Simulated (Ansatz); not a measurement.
Consider the ligand exchange at the Si–O bond: `[OH][Al]([O][SiH3])[O][SiH3]` + `O[SiH2]S` → `[SiH3]O[SiH2]S` + `[OH][Al]([OH])[O][SiH3]`.

Program: Ansatz. Geometries: PBE0-D4/def2-TZVP. ΔE: electronic, gas phase. CBS: MP2 limit from def2 TZ/QZ plus the TZ coupled-cluster correction, frozen cores. This one scheme is used for every species. Functionals use def2-TZVPP. B3LYP here is the variant with VWN-RPA as its local correlation; programs differ in this. One conformer a species, not always the lowest.

(1) Is it downhill or uphill in electronic energy at CCSD(T)/CBS, and by how much? (An estimate is asked.)

(2) What do these levels give: r2SCAN-D4, PBE0-D4, PBE0, B3LYP, CCSD(T)/def2-TZVPP, HF/def2-QZVPP? (An estimate is asked.)

Largest T1 diagnostic among the species: 0.012.

Answers

(1) Ansatz gave: Uphill: ΔE = +0.04 eV.

(2) Ansatz gave: r2SCAN-D4 0.06, PBE0-D4 0.05, PBE0 0.07, B3LYP 0.08, CCSD(T)/def2-TZVPP 0.05, HF/def2-QZVPP 0.10 eV.

In def2-TZVPP, CCSD(T) changes the Hartree–Fock value by −0.05 eV (the triples alone add −0.01 eV) and MP2 by −0.06 eV. The D4 term adds −0.04 eV with B3LYP and −0.02 eV with PBE0; it sums over pairs of atoms, weighted by their polarisabilities, and B3LYP, whose exchange is more repulsive, gets the larger term.
